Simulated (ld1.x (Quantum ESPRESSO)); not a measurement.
## An all-electron radial function and its pseudo partner (cadmium)

Columns: radius, all-electron u(r) and pseudo u(r) of the 4d shell (level -12.73 eV) of cadmium in the configuration [Kr] 4d10 5s1.5 5p0.5; revPBE, scalar-relativistic, TM scheme, ld1.x (Quantum ESPRESSO) 7.5.

```
r (bohr)  all-electron   pseudo
   0.152        0.4095  -0.0188
   0.305        0.3496  -0.1341
   0.458       -0.1442  -0.3663
   0.610       -0.5820  -0.6402
   0.762       -0.8394  -0.8541
   0.915       -0.9389  -0.9523
   1.068       -0.9357  -0.9467
   1.220       -0.8783  -0.8828
   1.372       -0.7971  -0.7977
   1.525       -0.7084  -0.7084
   1.678       -0.6218  -0.6218
   1.830       -0.5422  -0.5422
   1.982       -0.4705  -0.4705
   2.135       -0.4067  -0.4067
   2.288       -0.3509  -0.3509
   2.440       -0.3027  -0.3027
   2.592       -0.2609  -0.2609
   2.745       -0.2246  -0.2246
   2.898       -0.1932  -0.1932
   3.050       -0.1664  -0.1664
   3.202       -0.1433  -0.1433
   3.355       -0.1232  -0.1232
   3.508       -0.1060  -0.1060
   3.660       -0.0912  -0.0912
   3.812       -0.0786  -0.0786
   3.965       -0.0676  -0.0676
```

How many radial nodes do the two functions have?

The all-electron 4d function has n − l − 1 = 1; the pseudo-wave has 0, since the states of the same l below it are removed with the core.

At about which radius was the pseudo-wave matched?

1.60 bohr, where the columns begin to agree (steps of 0.15 bohr).

Is the pseudo-wave norm-conserving?

Yes: the TM scheme keeps the norm inside the radius equal to the all-electron one, which fixes the energy derivative of the logarithmic derivative at the level.
